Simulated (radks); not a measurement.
Spherical quantum dot in the effective-mass picture: electrons in a parabolic well V = omega^2 r^2 / 2 with omega = 0.0518, all in effective atomic units (hartree* = m*/eps^2 hartree, bohr* = eps/m* bohr), one dielectric constant everywhere. Method: non-relativistic Kohn-Sham, LDA (Slater exchange, Perdew-Wang correlation), spin-polarised, spherical densities; computed with a radial shooting solver with Libxc functionals. Levels are named by radial order and angular momentum (1s, 1p, 1d, 2s, ...), and open shells are averaged over m.

N = 30, configuration 1s2 1p6 1d10 2s2 1f(up 7, down 3). This is the lowest configuration that the search found (a dilute case). Occupied levels:

| level | occupation | eigenvalue (hartree*) | <r> (bohr*) |
|---|---|---|---|
| 1s up | 1 | 1.9204 | 13.86 |
| 1s down | 1 | 1.9224 | 13.01 |
| 1p up | 3 | 1.9270 | 16.04 |
| 1p down | 3 | 1.9300 | 15.72 |
| 1d up | 5 | 1.9359 | 17.18 |
| 1d down | 5 | 1.9392 | 17.07 |
| 2s up | 1 | 1.9410 | 11.96 |
| 2s down | 1 | 1.9423 | 12.57 |
| 1f up | 7 | 1.9469 | 17.98 |
| 1f down | 3 | 1.9504 | 17.96 |

Energy (hartree*): total 34.4461, kinetic 0.71510, external 11.808, Hartree 24.466, exchange-correlation -2.5429.
